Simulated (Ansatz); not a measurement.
A run for Ansatz (a first-principles code): R-CCSD(T)/cc-pVTZ on Ge2H4 (SMILES [GeH2]=[GeH2]).

Ansatz 0.2 input:
```yaml
crystal:
  periodic: [false, false, false]
  atoms:
    - {symbol: Ge, position_ang: [0.00000000, 0.00000000, 1.10945093]}
    - {symbol: H, position_ang: [-0.00000000, 1.29409907, 1.91678997]}
    - {symbol: H, position_ang: [0.00000000, -1.29409907, 1.91678997]}
    - {symbol: Ge, position_ang: [-0.00000000, -0.00000000, -1.10945093]}
    - {symbol: H, position_ang: [0.00000000, 1.29409907, -1.91678997]}
    - {symbol: H, position_ang: [-0.00000000, -1.29409907, -1.91678997]}
basis:
  gaussian:
    orbitals: cc-pVTZ
magnetization: {spin_polarized: false}
correlation: {method: ccsd_t, electrons: outside_noble_gas}
scf: {lower_state_search: off}
```

Output:

```
WARN ansatz: RAYON_NUM_THREADS=4 ignored (pool sized by the plan → 4); use --threads N
Functional definition: HF
these checks for a lower state are left out or cut short: stability, starts, cluster_reference, orbital_swaps, neighbouring_geometries, increment
integrals: 0.30 GiB planned
865 factors; integrals over basis functions are off by at most 1.1e-3 eV
mean field: 0.61 GiB planned
mean field evaluation 1: about -113010.2992 eV, gradient 1.2e1 eV
mean field evaluation 2: about -113010.3378 eV, gradient 1.2e1 eV
mean field evaluation 4: about -113011.1646 eV, gradient 1.4e0 eV
mean field evaluation 8: about -113011.1681 eV, gradient 8.6e-4 eV
mean field -113011.16807332 eV, -4153.0838249734 hartree, gradient 4.0e-6 eV, S^2 0.000000; 0 other end points of the search recorded, 0 dependent functions left out
28 core orbitals not correlated
reference -113011.16807332 eV, -4153.0838249734 hartree; 6, 6 occupied and 108, 108 virtual orbitals, 865 factors
second order -6.31926225 eV of doubles, -0.00000000 eV of singles
coupled cluster: 0.44 GiB planned
cycle   1  -7.03412551 eV  change   -7.1e-1 eV  update   7.8e-2
cycle   2  -7.34045942 eV  change   -3.1e-1 eV  update   3.0e-2
cycle   3  -7.36976215 eV  change   -2.9e-2 eV  update   9.7e-3
cycle   4  -7.36768063 eV  change    2.1e-3 eV  update   3.5e-3
cycle   5  -7.36678158 eV  change    9.0e-4 eV  update   9.1e-4
cycle   6  -7.36674643 eV  change    3.5e-5 eV  update   2.9e-4
cycle   7  -7.36686318 eV  change   -1.2e-4 eV  update   8.3e-5
cycle   8  -7.36689034 eV  change   -2.7e-5 eV  update   2.3e-5
cycle   9  -7.36688639 eV  change    3.9e-6 eV  update   6.8e-6
perturbative correction -0.31586540 eV, -0.0116078395 hartree
Total energy: -113018.85082512 eV, -4153.3661608945 hartree
Checks for a lower state left out: stability, starts, cluster_reference, orbital_swaps, neighbouring_geometries, increment
```

The run converged.

Cost: around 5 core-seconds (rough).
